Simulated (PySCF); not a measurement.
## Bismuth: a sound run and one with changed settings

Sound run: Bi²⁺ [Xe] 4f14 5d10 6s2 6p1, Bi³⁺ [Xe] 4f14 5d10 6s2. Calculation: PySCF 2.14, in cc-pVTZ-PP with ECP60MDF (5s4p3d1f, 39 functions); a scalar-relativistic core potential. The sound run starts from symmetry-adapted Hartree-Fock orbitals and uses a fine grid where one is needed.

Changed run: radial step 0.8 in ln r (0.13 in the sound run). This setting is unsound on purpose.

```
species  method  sound run (hartree)  changed run (hartree)  converged
   Bi²⁺     UHF           -212.72867             -212.72867        yes
   Bi²⁺    BP86           -213.85988             -216.04120        yes
   Bi²⁺   B3LYP           -213.78739             -215.50520        yes
   Bi³⁺     UHF           -211.88286             -211.88286        yes
   Bi³⁺    BP86           -212.98655             -215.11620        yes
   Bi³⁺   B3LYP           -212.91449             -214.59370        yes
```

Ionisation energy of Bi²⁺:

```csv
method,sound run (eV),changed run (eV)
UHF,23.016,23.016
BP86,23.764,25.170
B3LYP,23.753,24.803
```

A coarse radial grid mis-integrates the density and the exchange-correlation energy, with errors of either sign; Hartree-Fock needs no grid.

For comparison, NIST gives 25.571 eV between the lowest levels.
